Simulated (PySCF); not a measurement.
SMILES CC/C=C\CC (C6H12) (GFN2-xTB optimised geometry):

```
18

C      2.734     0.646    -1.352
C      1.957     0.603    -0.036
C      1.040    -0.580     0.000
C     -0.284    -0.580     0.000
C     -1.201     0.603     0.000
C     -1.979     0.686     1.314
H      2.049     0.745    -2.191
H      3.420     1.490    -1.363
H      3.309    -0.268    -1.485
H      2.666     0.521     0.793
H      1.403     1.533     0.089
H      1.557    -1.533     0.002
H     -0.801    -1.533     0.027
H     -1.910     0.497    -0.826
H     -0.647     1.529    -0.153
H     -1.294     0.812     2.150
H     -2.666     1.529     1.298
H     -2.553    -0.224     1.475
```

Method: B3LYP/def2-SVP in PySCF.

Question: What are the frontier orbital energies and the dipole moment?

Answer: HOMO-2 -9.28 eV, HOMO-1 -8.60 eV, HOMO -6.64 eV, LUMO 0.62 eV, LUMO+1 1.74 eV; dipole moment 0.24 D.

On the same geometry PBE/def2-SVP (PySCF) gives HOMO-2 -8.00 eV, HOMO-1 -7.39 eV, HOMO -5.74 eV, LUMO -0.18 eV, LUMO+1 1.17 eV; dipole moment 0.26 D.

Meta-Löwdin charges at B3LYP/def2-SVP: C1 -0.27, C2 -0.16, C3 -0.11, C4 -0.11, C5 -0.16, C6 -0.27, H7 0.09, H8 0.09, H9 0.09, H10 0.09, H11 0.09, H12 0.09, H13 0.09, H14 0.09, H15 0.09, H16 0.09, H17 0.09, H18 0.09.
